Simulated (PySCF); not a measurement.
Compound: C7H6NOP.
Atom-mapped SMILES: `[CH:1]#[C:2][c:3]1[cH:4][p:5][cH:6][c:7]([O:8][CH3:9])[n:10]1`

Probes without a nucleus sit at each ring's centroid and 1 Å off its mean plane on both sides; NICS is minus the shielding there, NICSzz its component along the normal. Level: GIAO PBE0/pcSseg-1 (PySCF, non-relativistic, gas phase) on the GFN2-xTB geometry, one conformer.

Ring bond lengths (Å), with Mayer bond orders in brackets: C3–C4 1.387 (1.38), C4–P5 1.736 (1.27), P5–C6 1.722 (1.38), C6–C7 1.397 (1.30), C7–N10 1.318 (1.42), N10–C3 1.332 (1.55).

Problem. What do the NICS probes read (ppm)?

Solution. 
| ring | type | NICS(0) | NICS(1), two faces | NICS(1)zz, two faces | rms pucker (Å) | centre to ring atoms, mean (Å) |
| --- | --- | --- | --- | --- | --- | --- |
| C3–C4–P5–C6–C7–N10 | 6-membered ring with N and P; formal bonds all aromatic | -6.2 | -9.5 / -9.5 | -21.8 / -21.8 | 0.00 | 1.47 |

Problem. What can be read from them?

Solution. 
- C3–C4–P5–C6–C7–N10: mean NICS(1)zz -21.8 ppm, shielded.

Problem. What does the geometric index give? HOMA takes Krygowski's 1993 parameters.

Solution. 
- C3–C4–P5–C6–C7–N10: HOMA 0.95; the largest term is that of C4–P5, α(R − Ropt)² = 0.17.

Problem. What is the mean of the two in-plane components of NICS at the second NICS(1) probe listed for ring C3–C4–P5–C6–C7–N10, 1 Å off the ring?

Solution. The isotropic value is a third of the trace: (3 × -9.5 − (-21.8))/2 = -3.3 ppm.

Problem. List the ring angles and the Hirshfeld charges of the ring atoms.

Solution. 
- C3–C4–P5–C6–C7–N10: C3 126.3° (+0.070 e), C4 123.4° (-0.123 e), P5 99.3° (+0.138 e), C6 123.7° (-0.131 e), C7 126.4° (+0.140 e), N10 120.9° (-0.151 e); sum 720.0° against 720° for a flat convex ring.

Conformer computed: `[CH:1]#[C:2][c:3]1[cH:4][p:5][cH:6][c:7]([O:8][CH3:9])[n:10]1`: C6–C7–O8–C9 180°.
